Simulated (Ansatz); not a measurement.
ClFH$_{4}$N$_{2}$Si, SMILES `N[Si](N)(F)Cl`. The species carries charge 0 and has multiplicity 1.

```xyz
9

N    -1.322    0.633   -0.034
Si    0.243    0.119   -0.406
N     0.758   -1.001    0.740
F     0.143   -0.401   -1.908
Cl    1.710    1.555   -0.466
H    -1.536    0.992    0.881
H    -1.909    1.033   -0.746
H     0.182   -1.784    1.000
H     1.732   -1.146    0.938
```

(1) Give the diagnostics of a CCSD(T)/def2-TZVPP run (frozen core, Ansatz 0.2.0). (An estimate is asked.)

Results:

(1) Computed: T1 = 0.0097, largest single amplitude 0.010, largest double 0.017, (T) share of the correlation energy 3.5 %, 8 CCSD cycles. The RHF solution is stable towards an unrestricted one. T1 lies under the customary mark of 0.02 for closed shells.
